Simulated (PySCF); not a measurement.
# Polarisability and C₆ of Cs (caesium, neutral)

[Xe] 6s1, 2S determinant. Calculation: PySCF 2.14, in aug-cc-pVQZ-X2C; the spin-free X2C one-electron Hamiltonian (Gaussian nucleus). Coupled (time-dependent) response in atomic units; α is the mean over directions.

```csv
method,mean α (bohr³),C₆ (like pair),S(−4)
B3LYP,395.7,6752,136300
```

S(−4) is the Cauchy moment in α(ω) = α(0) + S(−4) ω² + …

Reference α: 400.9 ± 0.7 bohr³ (recommended; Schwerdtfeger and Nagle, table of static dipole polarizabilities (2023 update)). Published C₆: 6660 (Gould and Bucko (2016)).

α(iu) at B3LYP:

```
u (hartree)  α(iu) (bohr³)
          0          395.7
     0.0500          216.4
      0.100          98.91
      0.200          39.68
      0.300          24.84
      0.500          14.57
      0.750          9.261
       1.00          6.427
       1.50          3.609
       2.00          2.324
       3.00          1.223
       5.00         0.5263
```

A single London oscillator, α(iu) = α/(1 + u²/ω²), gives C₆ = (3/4) ω α². Matching the computed C₆ needs ω = 4 × 6752 / (3 × 395.7²) = 0.0575 hartree.

Spin-orbit coupling, which splits the p, d and f shells strongly at this Z, is absent.
